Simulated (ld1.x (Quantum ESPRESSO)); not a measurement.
## Reading a pseudo-wave (B)

Columns: radius, all-electron u(r) and pseudo u(r) of the 2s shell (level -9.39 eV) of boron in the configuration [He] 2s2 2p1; LDA (PZ), scalar-relativistic, RRKJ scheme, ld1.x (Quantum ESPRESSO) 7.5.

```
r (bohr)  all-electron   pseudo
   0.188        0.3066  -0.0754
   0.375        0.1264  -0.1627
   0.562       -0.1398  -0.2735
   0.750       -0.3741  -0.4097
   0.938       -0.5455  -0.5489
   1.125       -0.6546  -0.6546
   1.312       -0.7124  -0.7124
   1.500       -0.7310  -0.7310
   1.688       -0.7212  -0.7212
   1.875       -0.6925  -0.6925
   2.062       -0.6517  -0.6517
   2.250       -0.6039  -0.6039
   2.438       -0.5531  -0.5531
   2.625       -0.5021  -0.5021
   2.812       -0.4523  -0.4523
   3.000       -0.4048  -0.4048
   3.188       -0.3603  -0.3603
   3.375       -0.3196  -0.3196
   3.562       -0.2824  -0.2824
   3.750       -0.2485  -0.2485
   3.938       -0.2181  -0.2181
   4.125       -0.1911  -0.1911
   4.312       -0.1670  -0.1670
   4.500       -0.1456  -0.1456
   4.688       -0.1268  -0.1268
   4.875       -0.1102  -0.1102
```

**Question.** How many radial nodes do the two functions have?

**Answer.** The all-electron 2s function has n − l − 1 = 1; the pseudo-wave has 0, since the states of the same l below it are removed with the core.

**Question.** At about which radius was the pseudo-wave matched?

**Answer.** 1.20 bohr, where the columns begin to agree (steps of 0.19 bohr).

**Question.** Is the pseudo-wave norm-conserving?

**Answer.** Yes: the RRKJ scheme keeps the norm inside the radius equal to the all-electron one, which fixes the energy derivative of the logarithmic derivative at the level.
